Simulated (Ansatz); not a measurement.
Relaxation of H2IIn (4 atoms, charge 0, multiplicity 1), to a largest force component of 0.02 eV/Å in at most 40 steps.

The calculation used RKS PBE0/def2-SVP in Ansatz 0.2.0.

```xyz
4
Properties=species:S:1:pos:R:3
In -0.228 -0.027 -0.078
I 2.286 0.265 0.787
H -1.080 -1.472 0.252
H -0.977 1.233 -0.960
```

Where does it end, and by what steps?

The forces met the threshold. After 4 steps the energy has fallen by 0.044 eV; H4 moved furthest, 0.12 Å.

```tsv
step	energy less start (eV)	largest force component (eV/Å)	accepted
0	0.0000	0.278	yes
1	-0.0172	0.427	yes
2	-0.0434	0.065	yes
3	-0.0442	0.024	yes
4	-0.0443	0.002	yes
```

```xyz
4
Properties=species:S:1:pos:R:3
In -0.308 -0.036 -0.106
I 2.224 0.258 0.765
H -1.013 -1.544 0.312
H -0.903 1.322 -0.972
```

Run time: 11 s on 1 thread of Arm Neoverse V1, with other jobs on the host, peak memory 0.12 GiB.
